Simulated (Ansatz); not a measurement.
System: C3H10GeN, net charge 0, doublet state. It need not be the lowest isomer of its formula. SMILES: [CH2][N]([GeH3])CC
Coordinates optimised at B3LYP-D3(BJ)/def2-TZVP (Ansatz, a first-principles code):
```xyz
15

C      0.0120     1.6157     0.9995
N     -0.2821     0.4470     0.3271
Ge     1.1096    -0.5823    -0.3459
C     -1.6079    -0.1310     0.5199
C     -2.6934     0.6225    -0.2443
H     -0.7861     2.1379     1.5053
H      0.9223     2.1410     0.7522
H      2.0921     0.3828    -1.0265
H      0.4799    -1.5632    -1.3468
H      1.8349    -1.3542     0.7785
H     -1.8474    -0.1471     1.5906
H     -1.5896    -1.1707     0.1875
H     -2.7358     1.6670     0.0659
H     -2.4944     0.5966    -1.3169
H     -3.6714     0.1722    -0.0609
```
Charge 0, spin multiplicity 2.

Computed values are from Ansatz. Valence correlation only, unless marked. UHF or UKS for open shells. No spin-orbit coupling. The frozen core is the preceding noble-gas configuration, with the filled d and f shells of earlier blocks. No relativistic terms. CBS marks a two-point X^-3 extrapolation of the correlation energy; Hartree-Fock from the larger set.

Task: What is the T1 diagnostic at CCSD/cc-pVQZ?

Result: 0.015.

Task: What is the total energy at CCSD(T)/CBS(cc-pVTZ,cc-pVQZ)?

Result: -2250.3200 Eh.

Task: What is the dipole moment at CCSD(T)/aug-cc-pVDZ?

Result: 1.22 D.

Task: What is the atomisation energy De at CCSD(T)/CBS(cc-pVTZ,cc-pVQZ)?

Result: 1247.2 kcal/mol.
